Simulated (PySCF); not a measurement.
The complex CuI2 (charge 0) contains Cu(II), shell d9. The structure is a PBE0-D3(BJ)/def2-TZVP geometry optimised for multiplicity 2; coordination linear, point group D∞h, metal–donor distances 2.39 Å.

The d shell alone is too small an active space for CuI2 (Cu(II) with such soft donors has much ligand-hole, Cu(I)-like character): its levels, fitted parameters, g values and moments show what this model gives and aren't sound predictions.

```
3

Cu    0.0000    0.0000    0.0000
I     0.0000    0.0000    2.3878
I     0.0000    0.0000   -2.3877
```

Method (PySCF 2.14, density fitting): CASSCF(9,5) with orbitals averaged over all microstates of the shell, strongly contracted NEVPT2 on the averaged canonical orbitals; basis x2c-TZVPall on the metal, x2c-SVPall elsewhere; spin-free X2C; gas phase; spin-orbit coupling by state interaction with the mean-field operator over all roots.

Problem. Which term lies lowest, and with what spin?

Solution. 2Σg+ (S = 1/2, orbital degeneracy 1), orbital occupations from the lowest 2.0 2.0 2.0 2.0 1.0, by NEVPT2.

Problem. List the excited states of the same spin.

Solution. By NEVPT2: 2Πg at 690 cm⁻¹; 2Δg at 4267 cm⁻¹. All are electric-dipole forbidden at this geometry.

Problem. What ligand-field parameters describe the result?

Solution. At NEVPT2 level: orbital energies 0, 0, 3577, 3577, 4267 cm⁻¹; ζ = 790 cm⁻¹ (free ion 818).

Problem. What are the magnetic parameters?

Solution. The ground doublet has g = 1.533, 3.484, 3.484. μeff is 3.09 μB at 300 K and 2.60 μB at 10 K; the spin-only value is 1.73 μB.

No frequencies were computed for the optimised geometry. Ligand-hole states mix strongly into such Cu(II) halides; the d shell alone makes them too ionic, overstates g shifts and moments and can put the wrong state lowest. NEVPT2 lifts 2Δg from 2154 to 4267 cm⁻¹; on the d shell alone such lifts tend to overshoot.

The job took 6.7 s on one thread of Arm Neoverse V2 (shared host), with 120 basis functions, launched as `OMP_NUM_THREADS=1 python lf_run.py task.json out`.
